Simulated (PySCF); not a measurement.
CH5FMoN2S, SMILES [N](=[Mo]([F])(=[S])[NH2])C, multiplicity 1.

Coordinates come from a B3LYP-D3(BJ)/def2-SVP optimisation. The spin state was assumed, not searched. The def2 effective core potentials stand for the cores of Mo; spin–orbit coupling is left out. The values are those of a single conformer.

Two levels are set side by side: TDDFT-PBE/def2-SVPD (PySCF) and TDDFT-B3LYP/def2-SVPD (PySCF). Vertical, same geometry. The lowest singlet is HOMO→LUMO 96 % with PBE and HOMO→LUMO 96 % with the other functional; states are paired by order. Differences are taken from unrounded values.

```
quantity                              TDDFT-B3LYP  TDDFT-PBE  TDDFT-PBE minus TDDFT-B3LYP
------------------------------------  -----------  ---------  ---------------------------
lowest singlet excitation (eV)               3.23       3.24                         0.01
lowest triplet excitation (TDA) (eV)         2.91       2.92                         0.01
```

On these quantities the two levels nearly agree.

Rough cost on one machine, each run with all the roots and properties that it gave: TDDFT-B3LYP against TDDFT-PBE about 4 times.
